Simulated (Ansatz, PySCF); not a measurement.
H2O (SMILES O) and CH2F2 (SMILES FCF) are pulled apart as rigid monomers along the line of their centres of mass, from the B3LYP-D3(BJ)/def2-TZVP minimum. Starting geometry (charge 0, multiplicity 1):
```xyz
8

O      0.246     0.289    -0.052
H      0.382    -0.471    -0.627
H     -0.541     0.084     0.467
F      0.688    -0.705     3.746
C      0.292     0.440     3.127
F     -0.961     0.226     2.602
H      0.969     0.657     2.303
H      0.214     1.234     3.870
```

Interaction energies with rigid monomers; basis-set methods are counterpoise corrected unless marked otherwise.

Cores are frozen in the correlated methods. Rows in 6-31G* carry no dispersion term and start afresh at each structure (6-31G* with six Cartesian d functions).

The values were computed with Ansatz (a quantum-chemistry and plane-wave program) with Gaussian orbitals; PySCF for 6-31G* rows, the dispersion terms. 

```tsv
H3···F6 (Å)	HF/6-31G* (no counterpoise) (kcal/mol)	PBE/def2-TZVPPD (kcal/mol)	r2SCAN/def2-TZVPPD (kcal/mol)	PBE0-D3(BJ)/def2-TZVPPD (kcal/mol)	MP2/aug-cc-pVDZ (kcal/mol)
1.97	-3.32	?	-2.82	-2.76	-2.10
2.18	-4.20	-2.72	-3.38	-3.42	?
2.50	-3.76	-2.53	-2.87	-3.04	-2.78
3.04	-2.22	-1.61	-1.67	-1.91	-1.75
3.91	-0.86	-0.71	-0.71	-0.84	-0.80
```

### Question
Fill in the missing entries.

### Answer

- 1.97, PBE/def2-TZVPPD (kcal/mol): -1.88
- 2.18, MP2/aug-cc-pVDZ (kcal/mol): -3.01
